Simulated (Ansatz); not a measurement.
A nudged elastic band was laid between two geometries of BClH3N + H2O (9 atoms, charge 0, multiplicity 1).

Computed with RKS PBE0-D4/6-31G* in Ansatz.

```
movable images  : 5
climbing image  : yes
spring          : 5.0 eV/Å²
optimiser       : quadratic models (default)
start path      : through a guess of the saddle point
force threshold : 0.03 eV/Å
iteration limit : 60
end points      : relaxed
```

Image 0:

```xyz
9
Properties=species:S:1:pos:R:3
B -0.173 -0.358 -0.109
H -0.255 -0.901 0.949
Cl 1.450 0.108 -0.707
N -1.270 -0.177 -0.934
H -2.204 -0.401 -0.626
H -1.224 0.278 -1.833
O -0.069 1.984 1.535
H 0.596 2.171 0.859
H 0.407 1.426 2.165
```

Image 6:

```xyz
9
Properties=species:S:1:pos:R:3
B -0.077 0.597 -0.657
H 0.005 0.042 3.426
Cl 1.467 0.129 -1.445
N -1.276 0.088 -1.158
H -1.323 -0.537 -1.945
H -2.163 0.327 -0.742
O -0.070 1.439 0.416
H 0.822 1.717 0.652
H -0.126 0.328 2.751
```

**Question.** What changes between the two ends?

**Answer.** Bonds broken: B1–H2, O7–H9. Bonds formed: B1–O7, H2–H9. BClH3N + H2O becomes BClH3NO + H2.

**Question.** What energy profile does the band end with?

**Answer.** The run converged. The highest image is number 2 of 0 to 6, 32.0 kcal/mol above the first end and 55.3 kcal/mol above the last; the last end lies 23.2 kcal/mol below the first. Neighbouring images differ by up to 2.1 eV, so the band resolves the path poorly. A vibrational analysis at the climbing image gives one clearly imaginary mode, 1469i cm⁻¹: a first-order saddle point. The orbitals stay closed-shell, which can raise the energy where a bond breaks towards radicals; this wasn't checked here.

| image | path coordinate (Å) | energy (kcal/mol) | B1–H2 (Å) | O7–H9 (Å) | B1–O7 (Å) |
| --- | --- | --- | --- | --- | --- |
| 0 | 0.00 | 0.0 | 1.19 | 0.97 | 2.86 |
| 1 | 1.70 | 7.5 | 1.20 | 0.97 | 1.70 |
| 2 | 3.41 | 32.0 | 1.39 | 1.22 | 1.57 |
| 3 | 4.31 | -15.5 | 2.25 | 2.05 | 1.37 |
| 4 | 5.22 | -22.6 | 3.08 | 2.64 | 1.36 |
| 5 | 6.13 | -23.1 | 3.70 | 2.63 | 1.36 |
| 6 | 7.04 | -23.2 | 4.12 | 2.59 | 1.36 |

**Question.** What is the geometry of the highest image?

**Answer.** 
```xyz
9
Properties=species:S:1:pos:R:3
B -0.128 0.267 0.120
H -0.381 -0.260 1.383
Cl 1.470 -0.464 -0.351
N -1.183 0.195 -0.837
H -1.284 -0.651 -1.378
H -2.073 0.615 -0.615
O 0.022 1.697 0.747
H 0.956 1.962 0.707
H -0.141 0.769 1.522
```

The run took 9.6 min on 1 thread of Arm Neoverse V2, on a shared host, peak memory 0.17 GiB.
